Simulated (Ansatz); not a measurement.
**Nudged elastic band run: Cl$_{4}$H$_{4}$OSiZr**

Input:

```yaml
crystal:
  periodic: [false, false, false]
  atoms:
    - { symbol: Zr, position_ang: [-0.01662, 0.043435, 0.056154] }
    - { symbol: Cl, position_ang: [0.375289, -0.029821, 2.42928] }
    - { symbol: Cl, position_ang: [2.237195, 0.329297, -0.603486] }
    - { symbol: Cl, position_ang: [-0.957026, 2.050146, -0.791889] }
    - { symbol: Cl, position_ang: [-0.500674, -1.899255, -1.253093] }
    - { symbol: O, position_ang: [-2.16405, -0.413244, 0.883746] }
    - { symbol: Si, position_ang: [-3.636105, -0.958415, 0.183445] }
    - { symbol: H, position_ang: [-3.689186, -2.424296, 0.282244] }
    - { symbol: H, position_ang: [-4.70795, -0.342583, 0.987033] }
    - { symbol: H, position_ang: [-3.638156, -0.482592, -1.202919] }
    - { symbol: H, position_ang: [-2.157016, -0.305472, 1.829486] }
basis:
  gaussian: { orbitals: def2-SVP }
hamiltonian:
  xc: hf
neb:
  order_check: false
  images: 5
  f_tol: 0.05
  max_iterations: 60
  final_atoms:
    - { symbol: Zr, position_ang: [-0.32855813, -0.31827235, -0.82973592] }
    - { symbol: Cl, position_ang: [-1.42294723, 1.3940828, 2.7031267] }
    - { symbol: Cl, position_ang: [1.19211507, -0.8535336, 0.92871257] }
    - { symbol: Cl, position_ang: [-0.215139, 1.97553792, -1.41209724] }
    - { symbol: Cl, position_ang: [0.22053776, -1.6203221, -2.72997862] }
    - { symbol: O, position_ang: [-2.08815397, -0.78420285, -0.30421452] }
    - { symbol: Si, position_ang: [-3.62516628, -1.15258376, 0.23753541] }
    - { symbol: H, position_ang: [-4.20251077, -2.17556122, -0.65651961] }
    - { symbol: H, position_ang: [-3.53214665, -1.67841581, 1.61284842] }
    - { symbol: H, position_ang: [-4.44847662, 0.0712393, 0.20782938] }
    - { symbol: H, position_ang: [-0.40385317, 0.70923166, 3.04249443] }
  initial_path:
    images:
      - { positions_ang: [[-0.01662, 0.043435, 0.056154], [0.375289, -0.029821, 2.42928], [2.237195, 0.329297, -0.603486], [-0.957026, 2.050146, -0.791889], [-0.500674, -1.899255, -1.253093], [-2.16405, -0.413244, 0.883746], [-3.636105, -0.958415, 0.183445], [-3.689186, -2.424296, 0.282244], [-4.70795, -0.342583, 0.987033], [-3.638156, -0.482592, -1.202919], [-2.157016, -0.305472, 1.829486]] }
      - { positions_ang: [[-0.00971613, 0.02563722, 0.04153965], [0.24465594, -0.02301532, 2.58026541], [2.28694446, 0.21158147, -0.67223183], [-1.02629134, 2.05109809, -0.8065064], [-0.72997827, -1.95267967, -1.11376807], [-2.19280091, -0.27443609, 0.83695271], [-3.58758182, -0.93893411, 0.14192225], [-3.4577448, -2.35983403, 0.09499614], [-4.66871447, -0.56794709, 0.99531937], [-3.74743367, -0.40046039, -1.1857835], [-1.96563799, -0.20381008, 1.88729528]] }
      - { positions_ang: [[-0.00281226, 0.00783945, 0.02692529], [0.11402288, -0.01620963, 2.73125081], [2.33669393, 0.09386595, -0.74097766], [-1.09555668, 2.05205018, -0.8211238], [-0.95928254, -2.00610434, -0.97444314], [-2.22155182, -0.13562819, 0.79015941], [-3.53905864, -0.91945322, 0.1003995], [-3.2263036, -2.29537206, -0.09225173], [-4.62947894, -0.79331117, 1.00360575], [-3.85671134, -0.31832878, -1.168648], [-1.77425999, -0.10214817, 1.94510455]] }
      - { positions_ang: [[0.0040916, -0.00995833, 0.01231094], [-0.01661017, -0.00940395, 2.88223622], [2.38644339, -0.02384958, -0.80972349], [-1.16482202, 2.05300227, -0.8357412], [-1.18858681, -2.05952902, -0.8351182], [-2.25030273, 0.00317972, 0.74336612], [-3.49053546, -0.89997234, 0.05887675], [-2.9948624, -2.23091009, -0.27949959], [-4.59024341, -1.01867526, 1.01189212], [-3.96598901, -0.23619718, -1.1515125], [-1.58288198, -0.00048625, 2.00291383]] }
      - { positions_ang: [[-0.10679164, -0.11272967, -0.26837135], [-0.48538919, 0.45842497, 2.82253305], [1.98833395, -0.30041092, -0.2302448], [-0.84826101, 2.02718082, -1.02785988], [-0.71887862, -1.91312671, -1.46673834], [-2.19625314, -0.25928114, 0.39417257], [-3.5354124, -0.98417614, 0.11842964], [-3.39741186, -2.21246047, -0.40517293], [-4.23754449, -1.23858877, 1.21221089], [-4.12681821, -0.13371835, -0.69839854], [-1.18987238, 0.23608639, 2.3494407]] }
      - { positions_ang: [[-0.21767489, -0.21550101, -0.54905363], [-0.95416821, 0.92625389, 2.76282987], [1.59022451, -0.57697226, 0.34923388], [-0.5317, 2.00135937, -1.21997856], [-0.24917043, -1.76672441, -2.09835848], [-2.14220355, -0.52174199, 0.04497903], [-3.58028934, -1.06837995, 0.17798253], [-3.79996131, -2.19401085, -0.53084627], [-3.88484557, -1.45850229, 1.41252965], [-4.28764742, -0.03123953, -0.24528458], [-0.79686277, 0.47265902, 2.69596757]] }
      - { positions_ang: [[-0.32855813, -0.31827235, -0.82973592], [-1.42294723, 1.3940828, 2.7031267], [1.19211507, -0.8535336, 0.92871257], [-0.215139, 1.97553792, -1.41209724], [0.22053776, -1.6203221, -2.72997862], [-2.08815397, -0.78420285, -0.30421452], [-3.62516628, -1.15258376, 0.23753541], [-4.20251077, -2.17556122, -0.65651961], [-3.53214665, -1.67841581, 1.61284842], [-4.44847662, 0.0712393, 0.20782938], [-0.40385317, 0.70923166, 3.04249443]] }
```

Command:

```bash
$ ansatz run input.yaml --threads 4 --pin off --max-ram 5120MiB --backend cpu --events-out ev --progress --plain --runs-dir out
```

Output, in part (warnings, iteration lines, the closing report on the highest movable image, with atoms numbered from 0):

```
NEB end point (image 0): max|allowed force component| = 1.913e-2 eV/Å (the criterion of neb.relax_end_points is 1.000e-2)
NEB end point (image 6): max|allowed force component| = 9.314e-3 eV/Å (the criterion of neb.relax_end_points is 1.000e-2)
NEB iter   1: max|band force component| = 3.945e2 eV/Å  barrier→ = 76.0464 eV  barrier← = 75.5799 eV  Δτ_max = 0.2000 Å  (209 SCF iters)
NEB iter   2: max|band force component| = 1.550e2 eV/Å  barrier→ = 30.4409 eV  barrier← = 29.9744 eV  Δτ_max = 0.2000 Å  (162 SCF iters)
NEB iter   3: max|band force component| = 8.812e1 eV/Å  barrier→ = 15.3759 eV  barrier← = 14.9094 eV  Δτ_max = 0.1959 Å  (158 SCF iters)
NEB iter   4: max|band force component| = 3.778e1 eV/Å  barrier→ = 6.6424 eV  barrier← = 6.1759 eV  Δτ_max = 0.2000 Å  (156 SCF iters)
NEB iter   5: max|band force component| = 1.538e1 eV/Å  barrier→ = 3.3703 eV  barrier← = 2.9038 eV  Δτ_max = 0.2000 Å  (169 SCF iters)
NEB iter   6: max|band force component| = 8.497e0 eV/Å  barrier→ = 2.7680 eV  barrier← = 2.3015 eV  Δτ_max = 0.2000 Å  (171 SCF iters)
NEB iter   7: max|band force component| = 5.600e0 eV/Å  barrier→ = 1.9312 eV  barrier← = 1.4647 eV  Δτ_max = 0.2000 Å  (160 SCF iters)
NEB iter   8: max|band force component| = 2.290e0 eV/Å  barrier→ = 1.3701 eV  barrier← = 0.9036 eV  Δτ_max = 0.1018 Å  (146 SCF iters)
NEB iter   9: max|band force component| = 1.467e0 eV/Å  barrier→ = 1.1258 eV  barrier← = 0.6593 eV  Δτ_max = 0.0997 Å  (137 SCF iters)
NEB iter  10: max|band force component| = 5.175e-1 eV/Å  barrier→ = 1.0633 eV  barrier← = 0.5968 eV  Δτ_max = 0.2000 Å  (137 SCF iters)
NEB iter  11: max|band force component| = 2.154e0 eV/Å  barrier→ = 1.1421 eV  barrier← = 0.6756 eV  Δτ_max = 0.1033 Å  (158 SCF iters)
NEB iter  12: max|band force component| = 1.127e0 eV/Å  barrier→ = 1.0923 eV  barrier← = 0.6258 eV  Δτ_max = 0.0997 Å  (137 SCF iters)
NEB iter  13: max|band force component| = 3.062e-1 eV/Å  barrier→ = 1.0990 eV  barrier← = 0.6325 eV  CI = image 3  Δτ_max = 0.1963 Å  (138 SCF iters)
NEB iter  14: max|band force component| = 5.169e-1 eV/Å  barrier→ = 1.0725 eV  barrier← = 0.6060 eV  CI = image 3  Δτ_max = 0.1004 Å  (144 SCF iters)
NEB iter  15: max|band force component| = 6.360e-1 eV/Å  barrier→ = 1.1075 eV  barrier← = 0.6410 eV  CI = image 3  Δτ_max = 0.1009 Å  (138 SCF iters)
NEB iter  16: max|band force component| = 6.835e-1 eV/Å  barrier→ = 1.2074 eV  barrier← = 0.7409 eV  CI = image 3  Δτ_max = 0.2000 Å  (137 SCF iters)
NEB iter  17: max|band force component| = 3.879e-1 eV/Å  barrier→ = 1.2940 eV  barrier← = 0.8275 eV  CI = image 3  Δτ_max = 0.1006 Å  (142 SCF iters)
NEB iter  18: max|band force component| = 2.817e-1 eV/Å  barrier→ = 1.2725 eV  barrier← = 0.8060 eV  CI = image 3  Δτ_max = 0.1964 Å  (139 SCF iters)
NEB iter  19: max|band force component| = 2.879e-1 eV/Å  barrier→ = 1.2610 eV  barrier← = 0.7945 eV  CI = image 3  Δτ_max = 0.1008 Å  (145 SCF iters)
NEB iter  20: max|band force component| = 1.834e-1 eV/Å  barrier→ = 1.2509 eV  barrier← = 0.7844 eV  CI = image 3  Δτ_max = 0.1963 Å  (138 SCF iters)
NEB iter  21: max|band force component| = 4.998e-1 eV/Å  barrier→ = 1.2376 eV  barrier← = 0.7711 eV  CI = image 3  Δτ_max = 0.1010 Å  (144 SCF iters)
NEB iter  22: max|band force component| = 1.237e-1 eV/Å  barrier→ = 1.2264 eV  barrier← = 0.7599 eV  CI = image 3  Δτ_max = 0.1076 Å  (139 SCF iters)
NEB iter  23: max|band force component| = 7.828e-2 eV/Å  barrier→ = 1.2190 eV  barrier← = 0.7525 eV  CI = image 3  Δτ_max = 0.0944 Å  (138 SCF iters)
NEB iter  24: max|band force component| = 7.923e-2 eV/Å  barrier→ = 1.2128 eV  barrier← = 0.7463 eV  CI = image 3  Δτ_max = 0.0476 Å  (139 SCF iters)
NEB iter  25: max|band force component| = 1.072e-1 eV/Å  barrier→ = 1.2103 eV  barrier← = 0.7438 eV  CI = image 3  Δτ_max = 0.0237 Å  (138 SCF iters)
NEB iter  26: max|band force component| = 1.031e-1 eV/Å  barrier→ = 1.2091 eV  barrier← = 0.7426 eV  CI = image 3  Δτ_max = 0.0238 Å  (142 SCF iters)
NEB iter  27: max|band force component| = 8.281e-2 eV/Å  barrier→ = 1.2079 eV  barrier← = 0.7414 eV  CI = image 3  Δτ_max = 0.0237 Å  (143 SCF iters)
NEB iter  28: max|band force component| = 6.152e-2 eV/Å  barrier→ = 1.2067 eV  barrier← = 0.7402 eV  CI = image 3  Δτ_max = 0.0238 Å  (143 SCF iters)
NEB iter  29: max|band force component| = 3.583e-2 eV/Å  barrier→ = 1.2056 eV  barrier← = 0.7391 eV  CI = image 3  Δτ_max = 0.0237 Å  (142 SCF iters)
NEB iter  30: max|band force component| = 7.196e-2 eV/Å  barrier→ = 1.2046 eV  barrier← = 0.7381 eV  CI = image 3  Δτ_max = 0.0473 Å  (29 SCF iters)
NEB iter  31: max|band force component| = 3.825e-2 eV/Å  barrier→ = 1.2032 eV  barrier← = 0.7367 eV  CI = image 3  Δτ_max = 0.0000 Å  (291 SCF iters)
Total energy: -61233.13583813 eV, -2250.2762367412 hartree
Atom 0 at    -0.209321     0.002806    -0.278204 Å, force     0.005992     0.001100    -0.000498 eV/Å
Atom 1 at    -0.697358     1.157728     2.230852 Å, force     0.012747     0.000352     0.002419 eV/Å
Atom 2 at     1.730972    -1.050372     0.555243 Å, force    -0.003638    -0.001261    -0.001904 eV/Å
Atom 3 at     0.139677     2.135369    -1.223762 Å, force     0.003194     0.003003     0.001456 eV/Å
Atom 4 at    -0.645089    -1.286996    -2.214505 Å, force    -0.003242     0.002464    -0.002961 eV/Å
Atom 5 at    -2.037182    -0.428479     0.559025 Å, force    -0.018222     0.007594     0.017632 eV/Å
Atom 6 at    -3.552383    -1.171073     0.417492 Å, force     0.009798     0.004899    -0.004731 eV/Å
Atom 7 at    -3.431247    -2.322846    -0.488961 Å, force     0.003906    -0.006540     0.004534 eV/Å
Atom 8 at    -3.951136    -1.597999     1.771572 Å, force    -0.001853     0.003380     0.001664 eV/Å
Atom 9 at    -4.503066    -0.175310    -0.110526 Å, force     0.000730    -0.006769    -0.005651 eV/Å
Atom 10 at    -1.698166     0.304372     1.581774 Å, force    -0.009412    -0.008223    -0.011961 eV/Å
Dipole moment:    -0.749324    -0.250940     0.208196 e Å
```

It converged. The band force fell under the threshold earlier too, but the program's further tests of the path sent the band on. A vibrational analysis at the climbing image gives 2 clearly imaginary modes (1282i, 43i cm⁻¹): a point of higher order. A lower path may pass nearby, or the ends, which weren't checked, may share the extra mode. The orbitals stay closed-shell, which can raise the energy where a bond breaks towards radicals; this wasn't checked here.

Final band (atoms are numbered from 1 in the order of the input):

```csv
image,path coordinate (Å),energy (kJ/mol),Zr1–Cl2 (Å),O6–H11 (Å),Cl2–H11 (Å)
0,0.00,0.0,2.41,0.95,2.62
1,1.61,6.1,2.41,0.95,2.54
2,3.22,19.3,2.45,0.96,2.35
3,4.84,116.1,2.80,1.30,1.47
4,6.09,57.7,3.35,2.57,1.27
5,7.35,48.6,3.74,3.57,1.27
6,8.60,45.0,4.08,4.03,1.27
```

Time of the run: 7 min on 4 threads of Arm Neoverse V1 (shared host), peak memory 0.53 GiB.
